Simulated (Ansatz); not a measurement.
Ansatz (a quantum-chemistry and plane-wave program) input (B2PLYP/def2-TZVPD):

Ansatz 0.2 input:
```yaml
crystal:
  periodic: [false, false, false]
  atoms:
    - {symbol: C, position_ang: [2.03860843, 1.55853398, 0.24615786]}
    - {symbol: C, position_ang: [1.02267705, 1.10860670, -0.80054583]}
    - {symbol: N, position_ang: [0.17469847, 0.00074827, -0.34797208]}
    - {symbol: C, position_ang: [0.80702659, -1.29195734, -0.57892917]}
    - {symbol: C, position_ang: [0.12122637, -2.52511313, -0.00921517]}
    - {symbol: B, position_ang: [-1.06785778, 0.31170467, 0.26482511]}
    - {symbol: O, position_ang: [-2.01646733, -0.57611535, 0.73905159]}
    - {symbol: O, position_ang: [-1.38581657, 1.64943407, 0.41304091]}
    - {symbol: H, position_ang: [2.67522357, 2.35243105, -0.15119505]}
    - {symbol: H, position_ang: [2.68673020, 0.73701460, 0.55823068]}
    - {symbol: H, position_ang: [1.52327790, 1.94195829, 1.12741943]}
    - {symbol: H, position_ang: [1.54006190, 0.79262354, -1.71247336]}
    - {symbol: H, position_ang: [0.38603759, 1.94854263, -1.07008029]}
    - {symbol: H, position_ang: [1.82169126, -1.25971625, -0.16546681]}
    - {symbol: H, position_ang: [0.93029172, -1.43547286, -1.66079017]}
    - {symbol: H, position_ang: [0.74556872, -3.39785044, -0.20546915]}
    - {symbol: H, position_ang: [-0.00987809, -2.45696910, 1.07241603]}
    - {symbol: H, position_ang: [-0.84255092, -2.71986369, -0.48671415]}
    - {symbol: H, position_ang: [-1.80623152, -1.50345206, 0.62763900]}
    - {symbol: H, position_ang: [-2.25278216, 1.75002233, 0.81661702]}
basis:
  gaussian:
    orbitals: def2-TZVPD
hamiltonian:
  xc: {name: B2PLYP}
magnetization: {spin_polarized: true, initial_magnetization: 2}
correlation: {electrons: outside_noble_gas}
```

Output:

```
Functional definition: B2PLYP
integrals: 2.27 GiB planned
2831 factors; integrals over basis functions are off by at most 1.2e-3 eV
0.67 GiB of the device are held for the grids
3.53 GiB of device memory are held for the factors and their scratch space
mean field: 5.59 GiB planned
mean field evaluation 1: about -10573.1274 eV, gradient 5.3e1 eV
mean field evaluation 2: about -10573.1831 eV, gradient 5.3e1 eV
mean field evaluation 4: about -10584.7206 eV, gradient 6.9e0 eV
mean field evaluation 8: about -10584.9989 eV, gradient 8.6e-1 eV
mean field evaluation 16: about -10585.0142 eV, gradient 1.4e-2 eV
mean field evaluation 32: about -10585.0142 eV, gradient 1.6e-5 eV
a density is far from that of the atoms, so the factors are made again for it
2858 factors; integrals over basis functions are off by at most 1.2e-3 eV
0.67 GiB of the device are held for the grids
3.53 GiB of device memory are held for the factors and their scratch space
mean field: 5.61 GiB planned
mean field evaluation 64: about -10585.0142 eV, gradient 2.2e-2 eV
mean field evaluation 96: about -10584.9260 eV, gradient 1.4e0 eV
mean field -10585.01423339 eV, -388.9920982966 hartree, gradient 5.4e-6 eV, S^2 2.008294; 5 other end points of the search recorded, 0 dependent functions left out
8 core orbitals not correlated
reference -10585.01442644 eV, -388.9921053914 hartree; 25, 23 occupied and 377, 379 virtual orbitals, 2858 factors
second order -47.66202746 eV of doubles, -0.00000000 eV of singles
Total energy: -10597.88317386 eV, -389.4650231361 hartree
```

This state (charge 0, triplet) is run at the relaxed geometry of the species with charge 0 and multiplicity 1, and is a spin state other than that species' own.
